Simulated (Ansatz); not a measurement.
The cluster Si₂W₂. Charge 0, multiplicity 3. Geometry PBE0-D4/def2-SVP; atoms count from 1.

```xyz
4

W     0.6597    0.7857   -0.8398
W    -1.3782    0.6873    0.1204
Si   -0.0684   -1.4226   -0.6181
Si    0.7868   -0.0504    1.3375
```

In the def2 sets W takes a core potential; there is no spin–orbit coupling. At PBE0-D4/def2-TZVP a singlet of charge 0 lies 0.54 eV below the triplet, each at its own geometry. The structure comes from a short search, and lower isomers may exist.

Problem. Estimate the Mulliken populations from the PBE0/def2-TZVP orbitals of Ansatz.

Solution. 
```tsv
atom	charge (e)	spin (α − β)	d electrons
W1	0.19	-0.34	4.68
W2	0.18	2.25	4.54
Si3	-0.19	0.05	–
Si4	-0.19	0.05	–
```
Mulliken values depend strongly on the basis.

Problem. Where does the spin sit?

Solution. Summed by element: W 1.91, Si 0.09, of 2 unpaired in all. Largest on single atoms: W2 2.25, W1 -0.34, Si3 0.05.

Problem. And the Mayer bond orders between heavy atoms (over 0.3)?

Solution. W1–W2 2.73 (2.25 Å); W1–Si3 1.64 (2.34 Å); W1–Si4 1.64 (2.34 Å); W2–Si3 0.90 (2.59 Å); W2–Si4 0.90 (2.59 Å); Si3–Si4 0.62 (2.54 Å).
